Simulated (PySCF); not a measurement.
H$_{3}$P$_{2}$, doublet, at a GFN2-xTB geometry; PySCF with MP2/STO-3G.

Here is a job for PySCF.
```python
from pyscf import gto, scf, mp

mol = gto.Mole()
mol.atom = '''
    P     0.91132207   -0.43419083    0.44848535
    P    -0.83945394    0.33421071   -0.48019854
    H     1.71456172    0.57131463   -0.10152077
    H    -1.06154102    1.41633629    0.37351990
    H    -1.73104269   -0.48794896    0.20369883
'''
mol.basis = 'sto-3g'
mol.spin = 1
mol.verbose = 4
mol.build()

mf = scf.UHF(mol)
mf.kernel()

pt = mp.MP2(mf)
pt.kernel()
print('E(MP2) = %.10f' % pt.e_tot)
```

It wrote (shortened):

```
PySCF version 2.14.0

[INPUT] verbose = 4
[INPUT] num. atoms = 5
[INPUT] num. electrons = 33
[INPUT] charge = 0
[INPUT] spin (= nelec alpha-beta = 2S) = 1
[INPUT] symmetry False subgroup None
[INPUT] Mole.unit = angstrom
[INPUT] Symbol           X                Y                Z      unit          X                Y                Z       unit  Magmom
[INPUT]  1 P      0.911322070000  -0.434190830000   0.448485350000 AA    1.722149123572  -0.820501754498   0.847514482380 Bohr   0.0
[INPUT]  2 P     -0.839453940000   0.334210710000  -0.480198540000 AA   -1.586338040787   0.631566709796  -0.907443726016 Bohr   0.0
[INPUT]  3 H      1.714561720000   0.571314630000  -0.101520770000 AA    3.240052074463   1.079628181657  -0.191846451255 Bohr   0.0
[INPUT]  4 H     -1.061541020000   1.416336290000   0.373519900000 AA   -2.006021797791   2.676487688383   0.705850313075 Bohr   0.0
[INPUT]  5 H     -1.731042690000  -0.487948960000   0.203698830000 AA   -3.271196594030  -0.922089897166   0.384935000594 Bohr   0.0

nuclear repulsion = 82.646032921177
number of shells = 13
number of NR pGTOs = 63
number of NR cGTOs = 21
basis = sto-3g
ecp = {}

******** <class 'pyscf.scf.uhf.UHF'> ********
method = UHF
initial guess = minao
damping factor = 0
level_shift factor = 0
DIIS = <class 'pyscf.scf.diis.CDIIS'>
diis_start_cycle = 1
diis_space = 8
diis_damp = 0
SCF conv_tol = 1e-09
SCF conv_tol_grad = None
SCF max_cycles = 50
direct_scf = True
direct_scf_tol = 1e-13
number electrons alpha = 17  beta = 16
Set gradient conv threshold to 3.16228e-05
init E= -675.015952333118

cycle= 1 E= -675.515403508634  delta_E= -0.499  |g|= 0.114  |ddm|= 1.94
cycle= 2 E= -675.534303590666  delta_E= -0.0189  |g|= 0.035  |ddm|= 0.267
cycle= 3 E= -675.53682336815  delta_E= -0.00252  |g|= 0.0142  |ddm|= 0.102
cycle= 4 E= -675.537399943351  delta_E= -0.000577  |g|= 0.00606  |ddm|= 0.057
cycle= 5 E= -675.53752546807  delta_E= -0.000126  |g|= 0.00349  |ddm|= 0.0271
cycle= 6 E= -675.537587562412  delta_E= -6.21e-05  |g|= 0.00112  |ddm|= 0.0279
cycle= 7 E= -675.537593676507  delta_E= -6.11e-06  |g|= 0.00028  |ddm|= 0.0103
cycle= 8 E= -675.537593922231  delta_E= -2.46e-07  |g|= 0.00012  |ddm|= 0.00146
cycle= 9 E= -675.537593973527  delta_E= -5.13e-08  |g|= 4.04e-05  |ddm|= 0.000777
cycle= 10 E= -675.537593978114  delta_E= -4.59e-09  |g|= 1.46e-05  |ddm|= 0.000214
cycle= 11 E= -675.537593978775  delta_E= -6.61e-10  |g|= 3.6e-06  |ddm|= 8.5e-05
Extra cycle  E= -675.537593978802  delta_E= -2.68e-11  |g|= 2.11e-06  |ddm|= 9.57e-06
converged SCF energy = -675.537593978802  <S^2> = 0.7588168  2S+1 = 2.0087975

******** <class 'pyscf.mp.ump2.UMP2'> ********
nocc = (np.int64(17), np.int64(16)), nmo = (21, 21)
E(UMP2) = -675.598731624139  E_corr = -0.0611376453373582
E(SCS-UMP2) = -675.607880933925  E_corr = -0.0702869551231573
E_corr(same-spin) = -0.00355179147885285
E_corr(oppo-spin) = -0.0575858538585053
E(MP2) = -675.5987316241
```
